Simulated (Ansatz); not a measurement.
Two members of one family (Series CdMeX), computed with Ansatz in the gas phase; def2 core potentials for Cd, I, no spin–orbit coupling. Binding counts from free atoms in the multiplicity of their measured ground term, without zero-point energy. A dash marks a value that wasn't run or was left out as unsound. The structures are stationary points that may keep the symmetry of their start. Remarks come from the PBE and PBE0 runs and from stability tests at other levels; not every state was tested. HOMO above LUMO (over both spins in singlets and doublets, within one spin in higher multiplets; at PBE or PBE0), or a gap under 0.15 eV within one spin, warns that the state may not be the lowest or that an electron is smeared out.

First: CdMeCl (singlet, charge 0, PBE0-D4/def2-TZVP geometry).

```xyz
6

Cd    0.752    0.897    0.251
C    -0.564   -0.672   -0.188
H    -1.236   -0.833    0.655
H     0.004   -1.583   -0.375
H    -1.148   -0.423   -1.073
Cl    2.192    2.614    0.730
```

```tsv
level	HOMO (eV)	LUMO (eV)	gap (eV)	vertical IE (eV)	vertical triplet (eV)	binding per atom (eV)
PBE-D4/def2-SVP	-6.74	-1.46	5.28	–	–	3.05
PBE-D4/def2-TZVP	-6.96	-1.66	5.30	10.14	5.15	3.03
r2SCAN-D4/def2-TZVP	-7.28	-1.37	5.92	10.21	5.20	3.03
B97M-V/def2-TZVP	-7.34	-1.59	5.76	–	–	3.00
PBE0-D4/def2-SVP	-8.12	-0.64	7.49	–	–	3.03
```

Metal–donor distances: 1 × C 2.09 Å, 1 × Cl 2.29 Å. Remarks: gap within one spin near zero at PBE or PBE0 (+1 doublet), gap within one spin near zero at PBE or PBE0 (triplet).

Second: CdMeI (singlet, charge 0, PBE0-D4/def2-TZVP geometry).

| atom | x (Å) | y (Å) | z (Å) |
| --- | --- | --- | --- |
| Cd1 | 0.887 | 0.710 | 0.190 |
| C2 | -0.736 | -0.589 | -0.157 |
| H3 | -1.515 | -0.403 | 0.582 |
| H4 | -0.398 | -1.621 | -0.075 |
| H5 | -1.134 | -0.415 | -1.156 |
| I6 | 2.896 | 2.318 | 0.616 |

What does the change do? Estimate second minus first.


| level | Δ HOMO (eV) | Δ LUMO (eV) | Δ gap (eV) | Δ vertical IE (eV) | Δ vertical triplet (eV) | Δ binding per atom (eV) |
| --- | --- | --- | --- | --- | --- | --- |
| PBE-D4/def2-SVP | 0.62 | -0.24 | -0.86 | – | – | -0.14 |
| PBE-D4/def2-TZVP | 0.74 | -0.17 | -0.91 | -0.86 | -0.62 | -0.14 |
| r2SCAN-D4/def2-TZVP | 0.79 | -0.20 | -0.99 | -0.83 | -0.52 | -0.14 |
| B97M-V/def2-TZVP | 0.87 | -0.11 | -0.98 | – | – | -0.16 |
| PBE0-D4/def2-SVP | 0.88 | -0.27 | -1.15 | – | – | -0.13 |

Metal–donor distances: 1 × C 2.11 Å, 1 × I 2.61 Å. Remarks: gap within one spin near zero at PBE or PBE0 (+1 doublet), gap within one spin near zero at PBE or PBE0 (triplet).
